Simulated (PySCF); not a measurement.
Job file and geometry (Å, from PBE0-D3(BJ)/def2-SVP) of an NMR shielding run on SMILES [N]#[Mo]([Cl])([Cl])[Cl], Cl$_{3}$MoN, GIAO PBE0/pcSseg-1 Mo:def2-TZVP NMR shielding, core potentials past Kr, else non-relativistic, gas phase in PySCF; density fitting, a coarse starting grid and PySCF grid level 2 are the driver's defaults:

```
{"job": {"kind": "nmr", "xc": "PBE0", "basis": {"default": "pcSseg-1", "Mo": "def2-TZVP"}}, "charge": 0, "multiplicity": 1}
Mo     0.006941    -0.001551     0.030916
N      0.231931    -0.033391     1.625685
Cl     2.074693     0.025693    -0.859556
Cl    -1.159174     1.880713    -0.362897
Cl    -1.154392    -1.871474    -0.434138
```

Task: Write the output of this run.

Result: 
```
coarse grid: 32240 points
cycle   1  E = -1503.0840928978  dE = -6.400e+00  |g| = 4.766e-01  |ddm| = 4.024e+00
cycle   2  E = -1502.8695166316  dE =  2.146e-01  |g| = 1.145e+00  |ddm| = 1.008e+00
cycle   3  E = -1503.0995206544  dE = -2.300e-01  |g| = 4.346e-01  |ddm| = 7.188e-01
cycle   4  E = -1503.1361517190  dE = -3.663e-02  |g| = 8.880e-02  |ddm| = 3.001e-01
cycle   5  E = -1503.1375761001  dE = -1.424e-03  |g| = 5.468e-02  |ddm| = 1.180e-01
cycle   6  E = -1503.1383169777  dE = -7.409e-04  |g| = 3.760e-03  |ddm| = 4.416e-02
cycle   7  E = -1503.1383198446  dE = -2.867e-06  |g| = 1.024e-03  |ddm| = 3.557e-03
final grid: 60640 points
cycle   8  E = -1503.1381806945  dE =  4.509e-07  |g| = 1.789e-03  |ddm| = 2.312e-03
cycle   9  E = -1503.1381750564  dE =  5.638e-06  |g| = 5.470e-03  |ddm| = 4.608e-03
cycle  10  E = -1503.1381810982  dE = -6.042e-06  |g| = 1.286e-03  |ddm| = 3.305e-03
cycle  11  E = -1503.1381814542  dE = -3.560e-07  |g| = 1.924e-04  |ddm| = 8.251e-04
cycle  12  E = -1503.1381814622  dE = -8.036e-09  |g| = 9.236e-06  |ddm| = 1.555e-04
cycle  13  E = -1503.1381814622  dE = -2.319e-11  |g| = 4.464e-06  |ddm| = 1.322e-05
converged SCF energy = -1503.1381814622

GIAO shielding tensors (ppm)
atom      isotropic    diamagn.    paramagn.     s11        s22        s33       span
  0 Mo         nan         nan         nan        nan        nan        nan        nan
  1 N     -761.847     329.339   -1091.186  -1157.499  -1153.467     25.426   1182.926
  2 Cl     279.504    1147.938    -868.434   -615.653    413.208   1040.957   1656.609
  3 Cl     277.769    1147.945    -870.176   -617.897    407.771   1043.433   1661.331
  4 Cl     277.745    1147.941    -870.196   -619.121    408.854   1043.501   1662.623
```

Task: Turn these shieldings into chemical shifts. Shifts are taken against calculated references (same method and geometry level): 15N (265.67 ppm) vs NH3; HCl for 35Cl (943.27 ppm).

Result: Averaging equivalent atoms: N 1: 1027.5; Cl 2/3/4: 665 ppm. No reference was computed at this level for Mo. Experimental scales use liquid or dissolved standards, which lie at an offset from isolated NH3 (liquid NH3: subtract about 20 ppm). Unscaled 15N shifts of sp2 nitrogen come out 20 to 40 ppm too high even then.

Mo is described by an effective core potential, so it has no shielding of its own here; spin–orbit effects on the atoms bonded to it, which can be large, are absent, and the values of these neighbours are rough.

Size and cost of the density-fitted run: 129 basis functions, 9.9 s wall time on 1 thread of an Arm Neoverse V2, shared host.
